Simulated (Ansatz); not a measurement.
`O=P(O)(O)c1ccc(-c2ccc(-c3ccccc3)cc2)cc1`, relaxed as a singlet with RKS r2SCAN-D4/def2-SVP in Ansatz, starting from the GFN2-xTB geometry. Force threshold 0.03 eV/Å.

Start:

```csv
atom,x (Å),y (Å),z (Å)
O1,-6.4695,-1.1468,-2.8223
P2,-5.1678,-1.6637,-3.2588
O3,-5.1153,-3.2722,-3.2958
O4,-4.8149,-1.2648,-4.7770
C5,-3.6958,-1.1923,-2.3303
C6,-3.8212,-0.3071,-1.2730
C7,-2.7032,0.0715,-0.5550
C8,-1.4478,-0.4421,-0.8784
C9,-0.2566,-0.0491,-0.1121
C10,0.7063,-0.9929,0.2393
C11,1.8272,-0.6256,0.9548
C12,2.0253,0.6986,1.3397
C13,3.2238,1.0887,2.0951
C14,3.1327,1.9792,3.1625
C15,4.2607,2.3382,3.8771
C16,5.4985,1.8219,3.5300
C17,5.6012,0.9401,2.4668
C18,4.4728,0.5716,1.7583
C19,1.0616,1.6419,0.9900
C20,-0.0619,1.2743,0.2780
C21,-1.3400,-1.3359,-1.9450
C22,-2.4544,-1.7064,-2.6708
H23,-5.9505,-3.6164,-2.9801
H24,-5.5387,-0.7531,-5.1377
H25,-4.8015,0.0723,-1.0266
H26,-2.8053,0.7532,0.2768
H27,0.5577,-2.0283,-0.0297
H28,2.5504,-1.3759,1.2388
H29,2.1668,2.3723,3.4461
H30,4.1757,3.0218,4.7100
H31,6.3814,2.1060,4.0841
H32,6.5650,0.5388,2.1869
H33,4.5594,-0.1061,0.9210
H34,1.2100,2.6773,1.2596
H35,-0.7869,2.0241,-0.0033
H36,-0.3691,-1.7245,-2.2157
H37,-2.3762,-2.3889,-3.5033
```

**Question.** Estimate the energy that the relaxation releases and the steps that it takes.

**Answer.** 23.9 kJ/mol, in 20 steps; 73 s on 2 threads of AMD EPYC 7R13 on a shared host and a share (18 GiB) of an NVIDIA H100 80GB HBM3. The force fell under the threshold at step 19, but the optimiser went on. No frequencies were taken in this run, so the end may be a saddle point.

**Question.** Does the start keep its bonding?

**Answer.** By distances, no bond broke or formed. The bond that changes most is P2–O3, from 1.61 to 1.64 Å (atoms count from 1).

**Question.** Predict the relaxed structure.

**Answer.** 
```xyz
37

O    -6.499   -0.975   -2.767
P    -5.246   -1.589   -3.282
O    -5.288   -3.223   -3.333
O    -4.804   -1.278   -4.810
C    -3.757   -1.141   -2.391
C    -3.866   -0.240   -1.323
C    -2.734    0.119   -0.592
C    -1.469   -0.413   -0.909
C    -0.268   -0.033   -0.135
C     0.765   -0.957    0.107
C     1.896   -0.599    0.835
C     2.048    0.702    1.353
C     3.253    1.084    2.122
C     3.169    1.992    3.195
C     4.306    2.353    3.919
C     5.554    1.815    3.587
C     5.653    0.912    2.524
C     4.516    0.550    1.800
C     1.015    1.626    1.109
C    -0.119    1.267    0.385
C    -1.377   -1.320   -1.985
C    -2.503   -1.682   -2.718
H    -5.897   -3.552   -2.654
H    -5.505   -1.522   -5.435
H    -4.849    0.168   -1.071
H    -2.834    0.802    0.256
H     0.661   -1.987   -0.248
H     2.662   -1.352    1.040
H     2.194    2.398    3.481
H     4.216    3.053    4.755
H     6.445    2.098    4.155
H     6.626    0.493    2.250
H     4.610   -0.135    0.952
H     1.119    2.656    1.464
H    -0.886    2.020    0.182
H    -0.400   -1.725   -2.264
H    -2.411   -2.381   -3.554
```
Bond lengths: 20 × C–C 1.39 to 1.48 Å; 3 × O–P 1.49 to 1.64 Å; 1 × C–P 1.79 Å; 13 × C–H 1.09 Å; 2 × H–O 0.97 Å.
